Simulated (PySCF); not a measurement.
C4H8OSi, SMILES C[SiH]1CC(=O)C1.

The structure is a stationary point at r2SCAN-D4/def2-SVP. The structure was generated by enumeration, and PubChem lists no compound with its InChIKey, so it may never have been made.

These are TDA-PBE/def2-SVPD in PySCF values and carry that method's errors.

Vertical excitations. Gas-phase values at a fixed geometry. State labels are in the subgroup Cs.

| state | symmetry | energy (eV) | λ (nm) | f | main pairs |
|---|---|---|---|---|---|
| S1 | A" | 4.05 | 306 | 0.001 | HOMO→LUMO 100 % |
| S2 | A" | 5.32 | 233 | 0.013 | HOMO→LUMO+1 100 % |
| S3 | A' | 5.62 | 221 | 0.020 | HOMO→LUMO+2 92 % |
| S4 | A" | 5.82 | 213 | 0.007 | HOMO→LUMO+3 92 % |
| S5 | A" | 5.94 | 209 | 0.002 | HOMO−1→LUMO 90 % |
| S6 | A" | 6.12 | 203 | 0.002 | HOMO→LUMO+4 100 % |
| S7 | A' | 6.47 | 192 | 0.113 | HOMO−2→LUMO 79 % |
| S8 | A' | 6.54 | 189 | 0.014 | HOMO−3→LUMO 96 % |
| S9 | A" | 6.78 | 183 | 0.021 | HOMO→LUMO+5 97 % |
| S10 | A' | 6.93 | 179 | 0.007 | HOMO→LUMO+6 98 % |
| T1 | A" | 3.55 | 349 | 0 | HOMO→LUMO 100 % |
| T2 | A" | 5.28 | 235 | 0 | HOMO→LUMO+1 100 % |
| T3 | A' | 5.33 | 233 | 0 | HOMO→LUMO+2 99 % |
| T4 | A' | 5.51 | 225 | 0 | HOMO−2→LUMO 92 % |
Triplets are in the Tamm–Dancoff approximation.
